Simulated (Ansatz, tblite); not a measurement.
Cost and result up the ladder for MgBr2 (3 atoms). Total charge 0; singlet. Geometry: PBE-D4/def2-TZVP.

```xyz
3

Mg    0.000   -0.009   -0.002
Br   -2.291    0.030   -0.449
Br    2.291   -0.022    0.451
```

Ansatz on 4 threads of Arm Neoverse V1 on a shared host; xTB runs through tblite on one thread. Times are rough, summed over both states, and most runs start from the orbitals of an earlier one. CCSD(T)/def2-TZVPP serves as the yardstick here, not as an exact answer. The other state is a doublet.

The xTB rows come from tblite. Correlated methods freeze 19 core orbitals; core or outer-core shells of Mg, Br are correlated, in sets that lack core-valence functions. HOMO above LUMO, or a gap near zero within one spin, warns that the state may not be the lowest or that an electron is smeared out. The structure comes from a short search, and lower isomers may exist.

Correlated methods converge slowly with the basis.

Raw xTB energies of ions are shifted by several eV.

```json
{"level": "GFN1-xTB", "functions": "22", "wall time": "0.004 s", "vertical IE (eV)": "15.54", "difference from CCSD(T)/def2-TZVPP (eV)": "4.62", "remarks": "–"}
{"level": "GFN2-xTB", "functions": "27", "wall time": "0.008 s", "vertical IE (eV)": "14.65", "difference from CCSD(T)/def2-TZVPP (eV)": "3.73", "remarks": "–"}
{"level": "PBE-D4/def2-TZVP", "functions": "128", "wall time": "5.5 s", "vertical IE (eV)": "10.01", "difference from CCSD(T)/def2-TZVPP (eV)": "-0.91", "remarks": "gap within one spin near zero (+1 doublet)"}
{"level": "CCSD(T)/def2-TZVPP", "functions": "128", "wall time": "41 s", "vertical IE (eV)": "10.92", "difference from CCSD(T)/def2-TZVPP (eV)": "0.00", "remarks": "–"}
```
